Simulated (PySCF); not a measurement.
**Nonlinear optical response: 2-fluorothiophenol (SMILES Fc1ccccc1S)**

Geometry:
```json
{"atom": "F1", "x (Å)": "1.286", "y (Å)": "1.852", "z (Å)": "0.508"}
{"atom": "C2", "x (Å)": "0.448", "y (Å)": "0.858", "z (Å)": "0.191"}
{"atom": "C3", "x (Å)": "-0.904", "y (Å)": "1.007", "z (Å)": "0.460"}
{"atom": "C4", "x (Å)": "-1.785", "y (Å)": "-0.021", "z (Å)": "0.135"}
{"atom": "C5", "x (Å)": "-1.297", "y (Å)": "-1.186", "z (Å)": "-0.456"}
{"atom": "C6", "x (Å)": "0.062", "y (Å)": "-1.323", "z (Å)": "-0.720"}
{"atom": "C7", "x (Å)": "0.963", "y (Å)": "-0.300", "z (Å)": "-0.400"}
{"atom": "S8", "x (Å)": "2.677", "y (Å)": "-0.505", "z (Å)": "-0.747"}
{"atom": "H9", "x (Å)": "-1.244", "y (Å)": "1.935", "z (Å)": "0.923"}
{"atom": "H10", "x (Å)": "-2.851", "y (Å)": "0.090", "z (Å)": "0.344"}
{"atom": "H11", "x (Å)": "-1.979", "y (Å)": "-1.999", "z (Å)": "-0.715"}
{"atom": "H12", "x (Å)": "0.442", "y (Å)": "-2.238", "z (Å)": "-1.183"}
{"atom": "H13", "x (Å)": "3.059", "y (Å)": "0.694", "z (Å)": "-0.263"}
```

Level of theory: PySCF, quadratic response CAM-B3LYP/aug-cc-pVDZ first hyperpolarisability, Taylor convention, gas phase. Geometry: PBE0-D3(BJ)/def2-SVP.

(1) What is the first hyperpolarisability, and how does it disperse?

(2) Which lowest excitations, dipole and polarisabilities go with it?

Answers

(1) In au, Taylor convention; the vector part is βᵢ = ⅓ Σⱼ (βᵢⱼⱼ + βⱼᵢⱼ + βⱼⱼᵢ); β∥ is 3/5 of the vector part along the dipole, the dipole points from − to +:
```tsv
process	λ (nm)	β vector norm	β∥	β HRS	depolarisation ratio
static β(0;0,0)	∞	313.5	-182.8	127.6	5.30
second harmonic β(−2ω;ω,ω)	1907	337.0	-197.3	137.5	5.30
Pockels β(−ω;ω,0)	1907	321.0	-187.5	–	–
second harmonic β(−2ω;ω,ω)	1064	401.3	-236.9	164.8	5.28
Pockels β(−ω;ω,0)	1064	338.7	-198.4	–	–
```

(2) S1 5.01 eV (f = 0.040); S2 5.39 eV (f = 0.006); S3 5.51 eV (f = 0.180); dipole 1.41 D; isotropic α 91.9 au static, 92.3 au at 1907 nm, 93.2 au at 1064 nm, 93.5 au at 953.5 nm, 97.5 au at 532 nm.
